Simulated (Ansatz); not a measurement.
Cost and result for the atomization energy of CH$_{5}$FOSi (`OC[SiH2]F`) (9 atoms, 8 bonds).

```json
{"atom": "O1", "x (Å)": "1.3120", "y (Å)": "0.9702", "z (Å)": "0.6101"}
{"atom": "C2", "x (Å)": "0.2319", "y (Å)": "0.8005", "z (Å)": "-0.2990"}
{"atom": "Si3", "x (Å)": "-0.7514", "y (Å)": "-0.7506", "z (Å)": "0.0856"}
{"atom": "F4", "x (Å)": "0.3071", "y (Å)": "-1.9614", "z (Å)": "0.0923"}
{"atom": "H5", "x (Å)": "1.8744", "y (Å)": "0.1924", "z (Å)": "0.5616"}
{"atom": "H6", "x (Å)": "0.5761", "y (Å)": "0.8000", "z (Å)": "-1.3435"}
{"atom": "H7", "x (Å)": "-0.4118", "y (Å)": "1.6792", "z (Å)": "-0.1904"}
{"atom": "H8", "x (Å)": "-1.7759", "y (Å)": "-1.0362", "z (Å)": "-0.9516"}
{"atom": "H9", "x (Å)": "-1.3624", "y (Å)": "-0.6942", "z (Å)": "1.4348"}
```

The species carries charge 0 and has multiplicity 1. Geometry: relaxed with PBE0-D4/def2-TZVP. It is one conformer, not always the lowest. Program: Ansatz. All runs use 2 threads of an Arm Neoverse V1 on a shared host. Times are those of one run each, without the atoms' runs, and a repeat can differ threefold. Electronic energies, without spin–orbit coupling; frozen cores. CCSD(T)/CBS adds CCSD(T) − MP2 in def2-TZVPP to the MP2 limit, and its time is that of the two runs behind it. T1 = 0.011.

CCSD(T)/CBS is a level of theory with its own doubt, some kJ/mol a heavy atom from the limit and from the frozen cores, so smaller differences don't rank the functionals.

```json
{"level": "BLYP-D4/def2-TZVPP", "functions": "205", "wall time": "2.3 s"}
{"level": "revPBE-D4/def2-TZVPP", "functions": "205", "wall time": "2.4 s"}
{"level": "BHLYP-D4/def2-TZVPP", "functions": "205", "wall time": "3.4 s"}
{"level": "CCSD(T)/def2-SVP", "functions": "85", "wall time": "3.4 s"}
{"level": "r2SCAN-D4/def2-TZVPP (with forces)", "functions": "205", "wall time": "6 s"}
{"level": "r2SCANh-D4/def2-TZVPP", "functions": "205", "wall time": "6 s"}
{"level": "B2PLYP/def2-TZVPP", "functions": "205", "wall time": "6 s"}
{"level": "PBE-QIDH/def2-TZVPP", "functions": "205", "wall time": "6 s"}
{"level": "ωB97X-V/def2-TZVPP", "functions": "205", "wall time": "9.5 s"}
{"level": "B97M-V/def2-TZVPP", "functions": "205", "wall time": "12 s"}
{"level": "MP2/def2-QZVPP", "functions": "391", "wall time": "23 s"}
{"level": "CCSD(T)/def2-TZVPP", "functions": "205", "wall time": "96 s"}
{"level": "CCSD(T)/CBS(def2)", "functions": "–", "wall time": "120 s"}
```

What atomization energy does each give, and how far from CCSD(T)/CBS? (Best estimate.)

The calculation gave: 
```tsv
level	atomization (kJ/mol)	difference from CCSD(T)/CBS	per bond
BLYP-D4/def2-TZVPP	3236.7	-24.2	-3.0
revPBE-D4/def2-TZVPP	3201.4	-59.5	-7.4
BHLYP-D4/def2-TZVPP	3141.5	-119.4	-14.9
CCSD(T)/def2-SVP	3034.0	-226.9	-28.4
r2SCAN-D4/def2-TZVPP (with forces)	3247.2	-13.7	-1.7
r2SCANh-D4/def2-TZVPP	3223.6	-37.3	-4.7
B2PLYP/def2-TZVPP	3212.5	-48.4	-6.0
PBE-QIDH/def2-TZVPP	3208.2	-52.7	-6.6
ωB97X-V/def2-TZVPP	3258.0	-2.9	-0.4
B97M-V/def2-TZVPP	3243.1	-17.8	-2.2
MP2/def2-QZVPP	3280.4	19.5	2.4
CCSD(T)/def2-TZVPP	3169.5	-91.4	-11.4
CCSD(T)/CBS(def2)	3260.9	0.0	0.0
```

In def2-TZVPP, CCSD(T) changes the Hartree–Fock value by +802.3 kJ/mol (the triples alone add +41.9 kJ/mol) and MP2 by +858.2 kJ/mol; breaking electron pairs costs correlation energy, which Hartree–Fock lacks. From BLYP to BHLYP (50 % exact exchange), in def2-TZVPP and without D4, the atomization energy moves by −80.3 kJ/mol: exact exchange takes away binding that semilocal exchange gives to molecules. The D4 term adds +22.2 kJ/mol with B3LYP and +11.5 kJ/mol with PBE0; it sums over pairs of atoms, weighted by their polarisabilities, and B3LYP, whose exchange is more repulsive, gets the larger term.

B3LYP here is the variant with VWN-RPA as its local correlation; programs differ in this.
